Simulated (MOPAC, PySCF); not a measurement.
H$_{9}$BSi$_{3}$, SMILES `[SiH3]B([SiH3])[SiH3]`, neutral singlet in the gas phase. 

Cartesian coordinates (Å):
SMILES: [SiH3]B([SiH3])[SiH3]
```xyz
13

Si    -0.4187     1.9024    -0.4791
B     -0.0260     0.0147     0.0496
Si    -1.4787    -1.3396     0.2793
Si     1.8808    -0.5497     0.2522
H     -0.3368     1.8760    -1.9719
H     -1.7684     2.3997    -0.0986
H      0.6020     2.8688     0.0126
H     -2.7490    -0.7891     0.8259
H     -1.0831    -2.5234     1.0910
H     -1.7414    -1.8107    -1.1159
H      2.1300    -0.3467     1.7137
H      2.8597     0.2819    -0.5002
H      2.1296    -1.9841    -0.0587
```
Charge 0, multiplicity 1.

All levels are single points at this geometry (PBE0-D3(BJ)/def2-TZVP); Pople sets use spherical d functions. Orbital energies aren't observables, and empty levels follow the basis.

| level | HOMO (eV) | LUMO (eV) | gap (eV) | dipole (D) | vertical IE, Delta-SCF (eV) |
|---|---|---|---|---|---|
| TPSSh-D3(BJ)/def2-TZVP in PySCF | -7.42 | -3.54 | 3.88 | 0.10 | 9.58 |
| B3LYP/6-311+G** in PySCF | -7.82 | -3.24 | 4.59 | 0.10 | – |
| B3LYP/LANL2DZ in PySCF | -7.85 | -2.88 | 4.96 | 0.03 | – |
| BP86/6-31G* in PySCF | -6.84 | -3.89 | 2.95 | 0.05 | – |
| PBE/6-31G* in PySCF | -6.74 | -3.83 | 2.91 | 0.04 | 9.38 |
| SVWN5/6-31G* in PySCF | -6.77 | -3.98 | 2.79 | 0.02 | – |
| HF/STO-3G in PySCF | -8.46 | 5.77 | 14.23 | 0.17 | – |
| AM1 in MOPAC | -10.16 | -0.33 | 9.83 | 0.06 | – |
| PM7 in MOPAC | -10.40 | -1.44 | 8.96 | 0.05 | – |
